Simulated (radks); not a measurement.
The numbers below are computed, except where a source is named.
Excited configurations of V VIII: one electron is placed in a higher orbital outside [Ne] 3s2 3p3. The ground configuration is [Ne] 3s2 3p4. Level of theory: scalar-relativistic Kohn-Sham, LDA (Slater exchange, Perdew-Wang correlation), spin-polarised, spherical densities, point nucleus; open shells are filled with parallel spins first (a radial shooting solver on a logarithmic mesh with Libxc functionals). Excitation = E - E(ground); binding = E(ion) - E, where the ion is the core of charge +8; n* = 8/sqrt(2 binding) in atomic units. These energies are relativistic, and a one-electron ion of charge +8 with no core already has n* below n in this formula (scalar-relativistic equation, point nucleus: 3d 3.000, 4s 3.999, 4p 3.999, 4d 4.000, 4f 4.000, 5d 5.000, 5f 5.000, 6d 6.000, 7p 6.999). The quantum defect is therefore taken as that value minus n*, so that it holds no relativistic shift of the bare ion.

outer orbital  excitation (eV)  binding (eV)     n*  quantum defect  eigenvalue (eV)  <r> (bohr)
3d                      36.519        137.13  2.520           0.480          -124.88      0.8925
4s                      82.730        90.915  3.095           0.904          -85.624       1.836
4p                      92.056        81.589  3.267           0.732          -76.606       1.929
4d                      105.78        67.860  3.582           0.417          -63.244       2.069
4f                      115.21        58.440  3.860           0.140          -53.472       2.005
5d                      131.97        41.671  4.571           0.428          -39.197       3.598
5f                      136.05        37.593  4.813           0.187          -35.094       3.617
6d                      145.46        28.186  5.558           0.441          -26.649       5.491
7p                      151.34        22.304  6.248           0.751          -21.189       7.287

The Delta-SCF ionisation energy is 173.64 eV (NIST Atomic Spectra Database: 173.6 eV, semi-empirical). Self-interaction in the functional shifts the binding energies and quantum defects, so they are the method's values and not measured ones. Open shells are spherical and high-spin; term and fine-structure splittings are not resolved.
